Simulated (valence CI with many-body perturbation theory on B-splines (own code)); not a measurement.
**Questions on Pd¹³⁺**

Level of theory: valence CI with perturbative core correlation (CI+MBPT): five valence electrons over a frozen Dirac-Fock core [Ar] 3d10, a basis of 9 s, 9 p, 8 d, 6 f, 3 g, 1 h functions for each j, with the one-electron correlation potential Σ1 (screened to all orders), the two-electron term Σ2, the three-electron term Σ3, Breit, model QED; selected single and double excitations, second order for the rest, scaled by the run's own slope (own B-spline code, finite nucleus).

No measured levels were compared; by estimate levels hold to about 250 cm⁻¹ or 0.2 % of their energy and the worst to 1 %, as in measured heavy ions of charge 2 to 7; those with d or f electrons hold less well. Among the levels kept, up to 1300 cm⁻¹ of a level comes from second order outside the variational space, and about a tenth of that is noise between levels of different J, which matters for small intervals.

Names give the largest LS component (configuration and term), which can be under half, so a name can repeat, a term be missing and a line seem to break the LS rules; names also repeat where a configuration has a term twice.

Rates and lifetimes use the calculated energies. Strong lines usually hold to 10 to 20 %, long lifetimes can be off by a factor of two.

Question: What is the ground level?

Answer: 4s2.4p3 4S°_3/2, composition 65 % 4s2.4p3 4S° + 22 % 4s2.4p3 2P° + 10 % 4s2.4p3 2D°, g = 1.724.

Question: Name the longest-lived excited levels whose lifetime is computed, and their main decay.

Answer: 4s2.4p3 2D°_5/2 at 54965 cm⁻¹ lives 4.76 ms, mostly by M1 to 4s2.4p3 4S°_3/2; 4s2.4p3 2D°_3/2 at 40167 cm⁻¹ lives 903 μs, mostly by M1 to 4s2.4p3 4S°_3/2; 4s2.4p3 2P°_1/2 at 79368 cm⁻¹ lives 450 μs, mostly by M1 to 4s2.4p3 4S°_3/2. The lifetime of 4s2.4p2.4d 4F_9/2 is too uncertain to give, and may be longer.

Question: What is the ionisation energy?

Answer: 312.73 eV; NIST lists 311 ± 3 eV (theoretical).

Question: Where does the other parity begin?

Answer: At 4s.4p4 4P_5/2, 305240 cm⁻¹.

Question: What are the static dipole polarisabilities of the lowest levels?

Answer: 4s2.4p3 4S°_3/2 0.594 (tensor 0.014); 4s2.4p3 2D°_3/2 0.603 (tensor 0.029); 4s2.4p3 2D°_5/2 0.605; 4s2.4p3 2P°_1/2 0.600 bohr³, of which the core gives 0.0311.
